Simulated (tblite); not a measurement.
Compound: C₅H₁₂Si₃.
Atom-mapped SMILES: `[CH:1]#[C:2][SiH2:3][Si@@H:4]1[CH2:5][SiH2:6][C@H:7]1[CH3:8]` (hydrogens: H9 on C1; H10, H11 on Si3; H12 on Si4; H13, H14 on C5; H15, H16 on Si6; H17 on C7; H18, H19, H20 on C8)

Computed with GFN2-xTB (tblite), gas phase: L-BFGS steps from a force-field or distance-geometry start until the largest atomic force falls under 0.01 eV/Å.

Step 47: E = -595.3071 eV
```
atom  x, y, z in Å  |  force x, y, z in eV/Å
C1      3.5782    0.4603   -1.4772    0.002  -0.007   0.008
C2      3.0793   -0.1580   -0.5734   -0.043   0.006  -0.018
Si3     2.2150   -1.0831    0.7814    0.003   0.047  -0.072
Si4    -0.0794   -0.9096    0.6008    0.004  -0.014  -0.043
C5     -0.9918   -1.3721   -1.0344   -0.004  -0.038   0.012
Si6    -2.0129    0.2479   -1.0102    0.040   0.020   0.004
C7     -0.8397    0.8549    0.3889   -0.049   0.032   0.026
C8     -1.4450    1.5350    1.6092   -0.016   0.025   0.003
H9      4.0353    0.9960   -2.2620   -0.023  -0.031   0.049
H10     2.7073   -2.4634    0.7031    0.033  -0.052  -0.020
H11     2.7234   -0.5137    2.0360    0.039   0.028   0.039
H12    -0.7578   -1.6014    1.7138   -0.036  -0.013   0.049
H13    -0.3309   -1.4608   -1.8931    0.024   0.053  -0.013
H14    -1.5742   -2.2889   -1.0084   -0.010  -0.010   0.027
H15    -3.3936    0.0489   -0.5716   -0.034  -0.017   0.036
H16    -2.0210    1.0543   -2.2307    0.030   0.003  -0.041
H17    -0.0914    1.5310   -0.0378   -0.002   0.012   0.037
H18    -2.1798    0.8909    2.0917    0.043   0.002  -0.050
H19    -0.6787    1.7808    2.3465   -0.014  -0.029  -0.038
H20    -1.9475    2.4617    1.3292    0.012  -0.015   0.003
```

Step 48: E = -595.3083 eV
```
atom  x, y, z in Å  |  force x, y, z in eV/Å
C1      3.5812    0.4630   -1.4812    0.008  -0.008   0.009
C2      3.0762   -0.1538   -0.5801   -0.035   0.010  -0.023
Si3     2.2146   -1.0787    0.7741   -0.013   0.021  -0.037
Si4    -0.0803   -0.9108    0.6032   -0.019  -0.009  -0.014
C5     -0.9984   -1.3770   -1.0272    0.001  -0.011   0.015
Si6    -2.0047    0.2527   -1.0149    0.014   0.026   0.006
C7     -0.8364    0.8565    0.3907   -0.052   0.026   0.003
C8     -1.4507    1.5292    1.6109    0.004   0.015  -0.008
H9      4.0456    0.9963   -2.2621   -0.016  -0.013   0.022
H10     2.7106   -2.4571    0.6973    0.032  -0.067  -0.028
H11     2.7279   -0.5121    2.0274    0.038   0.040   0.048
H12    -0.7582   -1.5965    1.7231   -0.015  -0.001   0.023
H13    -0.3395   -1.4751   -1.8863    0.023   0.034  -0.015
H14    -1.5896   -2.2875   -0.9923   -0.005  -0.013   0.016
H15    -3.3905    0.0639   -0.5846   -0.019  -0.011   0.034
H16    -2.0039    1.0528   -2.2408    0.039  -0.006  -0.023
H17    -0.0856    1.5362   -0.0265   -0.013  -0.001   0.034
H18    -2.1830    0.8781    2.0878    0.040   0.020  -0.048
H19    -0.6861    1.7745    2.3495   -0.013  -0.027  -0.013
H20    -1.9543    2.4562    1.3339    0.001  -0.025   0.001
```

Step 49: E = -595.3090 eV
```
atom  x, y, z in Å  |  force x, y, z in eV/Å
C1      3.5802    0.4634   -1.4819    0.012  -0.006   0.006
C2      3.0707   -0.1521   -0.5831   -0.029   0.007  -0.018
Si3     2.2128   -1.0769    0.7712   -0.014  -0.015   0.014
Si4    -0.0824   -0.9122    0.6045   -0.030   0.003   0.018
C5     -0.9992   -1.3783   -1.0253    0.003   0.029   0.023
Si6    -2.0011    0.2541   -1.0160   -0.007   0.024   0.007
C7     -0.8352    0.8578    0.3910   -0.032   0.005  -0.019
C8     -1.4515    1.5282    1.6106    0.016   0.007  -0.016
H9      4.0488    0.9951   -2.2602   -0.004   0.007  -0.008
H10     2.7113   -2.4557    0.6950    0.024  -0.050  -0.030
H11     2.7298   -0.5114    2.0249    0.028   0.036   0.031
H12    -0.7639   -1.5935    1.7268    0.002   0.008   0.003
H13    -0.3390   -1.4735   -1.8828    0.032   0.012  -0.031
H14    -1.5915   -2.2871   -0.9906   -0.013  -0.034   0.005
H15    -3.3866    0.0643   -0.5841   -0.018  -0.006   0.032
H16    -2.0027    1.0497   -2.2452    0.043  -0.007  -0.016
H17    -0.0822    1.5377   -0.0218   -0.015  -0.004   0.024
H18    -2.1817    0.8741    2.0849    0.017   0.020  -0.033
H19    -0.6868    1.7718    2.3486   -0.003  -0.019   0.010
H20    -1.9549    2.4552    1.3352   -0.011  -0.017  -0.001
```

Step 50: E = -595.3094 eV
```
atom  x, y, z in Å  |  force x, y, z in eV/Å
C1      3.5831    0.4648   -1.4840    0.007  -0.008   0.009
C2      3.0692   -0.1497   -0.5872   -0.025   0.004  -0.013
Si3     2.2133   -1.0746    0.7672   -0.009  -0.043   0.054
Si4    -0.0830   -0.9126    0.6054   -0.031   0.007   0.041
C5     -1.0027   -1.3811   -1.0213    0.001   0.008  -0.024
Si6    -1.9971    0.2575   -1.0180   -0.051   0.011  -0.011
C7     -0.8349    0.8590    0.3919   -0.007  -0.004  -0.026
C8     -1.4545    1.5257    1.6115    0.021  -0.008  -0.020
H9      4.0536    0.9957   -2.2607    0.006   0.020  -0.027
H10     2.7133   -2.4549    0.6908    0.013  -0.019  -0.029
H11     2.7324   -0.5088    2.0221    0.017   0.024   0.002
H12    -0.7626   -1.5915    1.7321    0.013   0.016  -0.014
H13    -0.3425   -1.4819   -1.8811   -0.018   0.004   0.026
H14    -1.6012   -2.2877   -0.9803    0.027   0.015  -0.011
H15    -3.3873    0.0729   -0.5901    0.026   0.003   0.016
H16    -1.9903    1.0500   -2.2511    0.041  -0.023   0.012
H17    -0.0802    1.5404   -0.0158   -0.019  -0.009   0.019
H18    -2.1830    0.8679    2.0820    0.000   0.016  -0.021
H19    -0.6914    1.7679    2.3509    0.004  -0.011   0.020
H20    -1.9592    2.4517    1.3376   -0.018  -0.003  -0.002
```

Q: Estimate the geometry and energy of step 51. (The exact step hangs on the optimiser's Hessian estimate; all steps are aligned on step 50, rigid shifts and turns removed.)

A: E = -595.3099 eV, largest force 0.082 eV/Å
```
atom  x, y, z in Å  |  force x, y, z in eV/Å
C1      3.5789    0.4631   -1.4818    0.009  -0.004   0.002
C2      3.0629   -0.1508   -0.5858   -0.025  -0.005   0.001
Si3     2.2104   -1.0766    0.7705    0.003  -0.050   0.065
Si4    -0.0857   -0.9134    0.6061   -0.017   0.019   0.038
C5     -0.9982   -1.3783   -1.0249   -0.001   0.039  -0.001
Si6    -1.9998    0.2555   -1.0157   -0.037  -0.001  -0.007
C7     -0.8356    0.8594    0.3902    0.014  -0.020  -0.024
C8     -1.4504    1.5290    1.6092    0.014  -0.006  -0.013
H9      4.0498    0.9939   -2.2581    0.006   0.020  -0.028
H10     2.7114   -2.4580    0.6923    0.006   0.005  -0.026
H11     2.7313   -0.5092    2.0256    0.008   0.012  -0.020
H12    -0.7707   -1.5912    1.7293    0.010   0.012  -0.008
H13    -0.3343   -1.4664   -1.8816    0.005  -0.010  -0.004
H14    -1.5899   -2.2883   -0.9922    0.007  -0.015  -0.014
H15    -3.3838    0.0599   -0.5777   -0.002   0.005   0.019
H16    -2.0032    1.0463   -2.2485    0.038  -0.009  -0.003
H17    -0.0799    1.5381   -0.0187   -0.008  -0.002   0.003
H18    -2.1786    0.8732    2.0809   -0.024   0.001  -0.003
H19    -0.6857    1.7694    2.3472    0.011  -0.002   0.024
H20    -1.9542    2.4551    1.3354   -0.019   0.010  -0.002
```

The energy changes by -0.0004 eV. The first-order estimate −F·Δx gives -0.0007 eV and the mean of the old and new forces, exact on a quadratic surface, -0.0004 eV. The step makes an angle of 83° with the force vector and moves no atom by more than 0.018 Å.

The cost below is that of the whole relaxation. The run took 2.1 s of wall time on Arm Neoverse N1, one thread, shared host with 64 logical CPUs at a one-minute load of 60.
